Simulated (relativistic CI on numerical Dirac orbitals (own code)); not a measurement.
**What each ingredient does to the levels of La15+**

Base calculation: Dirac-Coulomb-Breit CI, separate exchange-only KLI orbitals for each configuration, QED by a radiative potential, unscaled Slater integrals.

Configurations in the expansion (outside the closed core [Ar] 3d10): 4s²4p⁶4d⁶, 4s²4p⁵4d⁷, 4s²4p⁶4d⁵4f, 4s²4p⁴4d⁸, 4s4p⁶4d⁷, 4s²4p⁶4d⁵5s, 4s²4p⁶4d⁵5p, 4p⁶4d⁸, 4s4p⁶4d⁶4f, 4s²4p⁶4d⁴5s², 4s²4p⁶4d⁵5d, 4s²4p⁶4d⁴5p², 4s²4p⁶4d⁵6s, 4s²4p⁶4d⁵6d. Levels of other configurations are missing.

Variants: (1) valence Slater integrals scaled by 0.9; (2) one mean potential for all configurations; (3) non-relativistic limit. Shifts of the energy above 4s²4p⁶4d⁶ ⁵D4, in cm⁻¹, for the lowest level and the first level of each name with at least 55 % of one term (blank where a level changes its place among those of its configuration and J or its character, or is not in the variant):

| Level | Base | Δ(1) | Δ(2) | Δ(3) |
| --- | --- | --- | --- | --- |
| 4s²4p⁶4d⁶ ⁵D4 | 0 | 0 | 0 | 0 |
| 4s²4p⁶4d⁶ ⁵D3 | 16094 | +465 | -8 | -16094 |
| 4s²4p⁶4d⁶ ⁵D0 | 22482 | -445 | -8 | -22482 |
| 4s²4p⁶4d⁶ ⁵D1 | 22587 | +103 | -10 | -22586 |
| 4s²4p⁶4d⁶ ³H6 | 49898 | -3635 | -13 | -9378 |
| 4s²4p⁶4d⁶ ³F2 | 55823 | -3423 | -13 | -15106 |
| 4s²4p⁶4d⁶ ¹S0 | 64660 | -3065 | -17 |  |
| 4s²4p⁶4d⁶ ³D1 | 71271 | -4128 | -17 |  |
| 4s²4p⁶4d⁶ ³D2 | 72703 | -4456 | -16 | -15412 |
| 4s²4p⁶4d⁶ ³G4 | 73318 | -4303 | -19 | -25783 |
| 4s²4p⁶4d⁶ ³D3 | 78664 | -4445 | -19 |  |
| 4s²4p⁶4d⁶ ³G3 | 81447 | -3898 | -23 |  |
| 4s²4p⁶4d⁶ ³P0 | 86417 | -7169 | -11 |  |
| 4s²4p⁶4d⁶ ³P1 | 87252 | -2704 | -27 |  |
| 4s²4p⁶4d⁶ ¹I6 | 87322 | -5085 | -25 | -26285 |
| 4s²4p⁶4d⁶ ¹F3 | 92293 | -7123 | -16 | -11708 |
| 4s²4p⁶4d⁶ ¹G4 | 99036 | -4964 | -28 | -40257 |
| 4s²4p⁶4d⁶ ³F4 | 118553 | -7410 | -24 |  |
| 4s²4p⁶4d⁶ ³P2 | 134205 | -7080 | -31 |  |
| 4s²4p⁵4d⁷ ⁵G°6 | 751006 | +9052 | -296 | -29125 |
| 4s²4p⁵4d⁷ ³D°3 | 770929 | +7406 | -334 |  |
| 4s²4p⁵4d⁷ ⁵G°5 | 781788 | +8140 | -308 |  |

At this charge energies of transitions that change n are usually good to better than 1 %, and those within a shell (Δn = 0) to a few per cent. Terms inside the open d or f shell come out 10 to 20 % too wide with unscaled integrals. Levels and lines within the n = 5 or 6 shells can be off by up to 10 % or somewhat more, and those that change n by about 2 %, since core polarisation is missing.

Ionisation energy from the two ground configurations alone: base 393.526 eV; valence Slater integrals scaled by 0.9 393.987 eV. The NIST ASD value (theoretical) is 393 eV.

LS names give the leading component of a level, which can be under half, so a name can repeat, a term be missing and a line seem to break the LS rules.
